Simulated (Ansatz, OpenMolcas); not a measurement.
# C2F6O (SMILES FC(F)(F)OC(F)(F)F): the highest harmonic wavenumber at each level's own minimum, rung by rung

C2F6O, singlet, SMILES `FC(F)(F)OC(F)(F)F`. Each level relaxes the structure for itself.

Quantity: the highest harmonic wavenumber at each level's own minimum, in cm⁻¹. The values are calculated.

```csv
level,kind,program,value (cm⁻¹)
HF/STO-3G,Hartree–Fock,Ansatz,1601
HF/3-21G,Hartree–Fock,OpenMolcas,1568
HF/6-31G* (Cartesian functions),Hartree–Fock,Ansatz,1529
PBE/def2-SVP,GGA,Ansatz,1306
B3LYP/6-31G* (Cartesian functions),global hybrid,Ansatz,1358
PBE0-D4/def2-TZVP,global hybrid,Ansatz,1347
```

Harmonic and unscaled. The values span 1306 to 1601 cm⁻¹.
